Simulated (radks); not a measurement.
All-electron atom: Er63+ in [He] 2s2 2p1.

Method: scalar-relativistic Kohn-Sham, LB94 model potential, spin-polarised, spherical densities, finite nucleus; open shells are filled with parallel spins first (spin-orbit coupling, left out, can overturn this in heavy ions); Fermi nuclear charge, rms radius 5.2516 fm; computed with a radial shooting solver on a logarithmic mesh with Libxc functionals.

Energy parts (hartree):
| part | energy |
|---|---|
| kinetic | 7531.7132 |
| electron-nucleus | -14335.1038 |
| Hartree | 240.0955 |
(The LB94 potential has no energy functional, so no total or exchange-correlation energy is given.)

Orbitals (lengths in bohr, moments of r in powers of bohr; r(90%) holds 90 % of the orbital's charge):
| orbital | occ. | eigenvalue (hartree) | r(90%) | <1/r> | <r^4> |
|---|---|---|---|---|---|
| 1s up | 1 | -2374.344 | 0.0367 | 77.78 | 8.430e-07 |
| 1s down | 1 | -2374.668 | 0.0367 | 77.79 | 8.417e-07 |
| 2s up | 1 | -577.7595 | 0.128 | 18.91 | 0.0001102 |
| 2s down | 1 | -576.2908 | 0.128 | 18.89 | 0.0001106 |
| 2p up | 1 | -542.8228 | 0.117 | 17.47 | 0.00007851 |
| 2p down | 0 | -541.4712 | 0.118 | 17.47 | 0.00007873 |

The highest occupied level is 2p up at -14771.0 eV. Summed over all electrons, <r^2> = 0.02372 bohr^2, which gives a Langevin (diamagnetic) susceptibility term of -0.0188 x 10^-6 cm^3/mol. The density falls to 0.001 e/bohr^3 at r = 0.32 bohr. The spin density at the nucleus is 64.17 e/bohr^3 (1s -25.99, 2s 90.16). Spin moment in Bohr magnetons: 1. For comparison, the ionisation energy in NIST's Atomic Spectra Database is 15511 eV (theoretical). In exact Kohn-Sham theory the highest level is minus the ionisation energy, but local and semilocal functionals leave it too shallow, through self-interaction and a potential that decays too fast; potentials with the right tail come closer.
